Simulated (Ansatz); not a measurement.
The inner images of a band of C$_{2}$H$_{8}$BNO (13 atoms, charge 0, multiplicity 1) are given out of order.

The calculation used RKS BLYP-D4/def2-SVP in Ansatz.

First end point:

```xyz
13
Properties=species:S:1:pos:R:3
B -1.271 1.934 0.925
N -0.627 0.701 1.085
C 0.367 0.119 0.213
O -0.191 -1.017 -0.435
C 0.750 -1.712 -1.236
H -2.112 2.263 1.733
H -0.956 2.642 -0.010
H -0.901 0.075 1.849
H 0.687 0.893 -0.524
H 1.272 -0.192 0.797
H 0.232 -2.585 -1.676
H 1.148 -1.079 -2.066
H 1.623 -2.078 -0.640
```

Last end point:

```xyz
13
Properties=species:S:1:pos:R:3
B -0.769 1.770 0.520
N -0.371 0.530 1.035
C 0.826 -0.232 0.688
O 0.543 -1.458 0.038
C 0.045 -1.311 -1.289
H -1.816 2.255 0.895
H -0.050 2.327 -0.284
H -0.975 0.033 1.700
H 1.470 0.428 0.062
H 1.381 -0.517 1.606
H -0.096 -2.329 -1.698
H -0.930 -0.774 -1.320
H 0.764 -0.757 -1.938
```

Put them in order from the first end to the last, with their energies above the first end.
A.
```xyz
13
Properties=species:S:1:pos:R:3
B -1.130 1.947 0.716
N -0.634 0.697 1.105
C 0.454 -0.034 0.489
O -0.054 -1.226 -0.103
C 0.619 -1.624 -1.286
H -2.085 2.409 1.304
H -0.582 2.536 -0.193
H -1.098 0.168 1.852
H 0.925 0.631 -0.268
H 1.229 -0.298 1.251
H 0.147 -2.562 -1.635
H 0.524 -0.858 -2.094
H 1.707 -1.819 -1.123
```
B.
```xyz
13
Properties=species:S:1:pos:R:3
B -1.067 1.950 0.641
N -0.633 0.692 1.074
C 0.493 -0.075 0.568
O 0.037 -1.299 0.001
C 0.554 -1.599 -1.286
H -2.048 2.441 1.157
H -0.440 2.518 -0.230
H -1.158 0.190 1.798
H 1.024 0.554 -0.177
H 1.200 -0.310 1.400
H 0.086 -2.547 -1.615
H 0.310 -0.807 -2.035
H 1.661 -1.742 -1.282
```
C.
```xyz
13
Properties=species:S:1:pos:R:3
B -0.900 1.916 0.450
N -0.604 0.640 0.945
C 0.598 -0.160 0.726
O 0.315 -1.437 0.178
C 0.373 -1.508 -1.244
H -1.937 2.448 0.787
H -0.106 2.461 -0.290
H -1.267 0.174 1.574
H 1.286 0.432 0.083
H 1.098 -0.356 1.699
H -0.056 -2.484 -1.544
H -0.206 -0.699 -1.744
H 1.427 -1.463 -1.608
```
D.
```xyz
13
Properties=species:S:1:pos:R:3
B -1.236 1.937 0.857
N -0.630 0.700 1.111
C 0.388 0.061 0.310
O -0.172 -1.076 -0.336
C 0.717 -1.676 -1.263
H -2.117 2.323 1.595
H -0.849 2.591 -0.090
H -0.960 0.113 1.884
H 0.767 0.802 -0.431
H 1.253 -0.258 0.949
H 0.220 -2.579 -1.665
H 0.956 -0.991 -2.114
H 1.684 -1.982 -0.792
```
E.
```xyz
13
Properties=species:S:1:pos:R:3
B -0.799 1.885 0.348
N -0.563 0.625 0.911
C 0.635 -0.203 0.794
O 0.380 -1.469 0.212
C 0.274 -1.451 -1.209
H -1.855 2.439 0.573
H 0.064 2.393 -0.339
H -1.285 0.183 1.490
H 1.390 0.379 0.218
H 1.042 -0.425 1.803
H -0.055 -2.459 -1.527
H -0.466 -0.703 -1.574
H 1.258 -1.230 -1.687
```
F.
```xyz
13
Properties=species:S:1:pos:R:3
B -1.187 1.941 0.788
N -0.632 0.699 1.119
C 0.417 0.010 0.402
O -0.129 -1.147 -0.222
C 0.673 -1.647 -1.279
H -2.107 2.371 1.451
H -0.719 2.557 -0.149
H -1.028 0.144 1.885
H 0.842 0.713 -0.349
H 1.242 -0.291 1.099
H 0.195 -2.574 -1.649
H 0.740 -0.919 -2.125
H 1.714 -1.892 -0.956
```
G.
```xyz
13
Properties=species:S:1:pos:R:3
B -0.990 1.940 0.549
N -0.630 0.667 1.005
C 0.548 -0.117 0.652
O 0.194 -1.383 0.112
C 0.469 -1.560 -1.272
H -2.000 2.453 0.984
H -0.275 2.502 -0.256
H -1.226 0.183 1.685
H 1.157 0.486 -0.054
H 1.153 -0.314 1.565
H 0.003 -2.516 -1.581
H 0.051 -0.744 -1.906
H 1.566 -1.630 -1.469
```

D (+0.2 kcal/mol), F (+0.7 kcal/mol), A (+1.4 kcal/mol), B (+1.7 kcal/mol), G (+1.0 kcal/mol), C (-0.5 kcal/mol), E (-1.7 kcal/mol).

Run time: 96 s on 2 threads of Arm Neoverse V1, with other jobs on the host, peak memory 0.14 GiB.
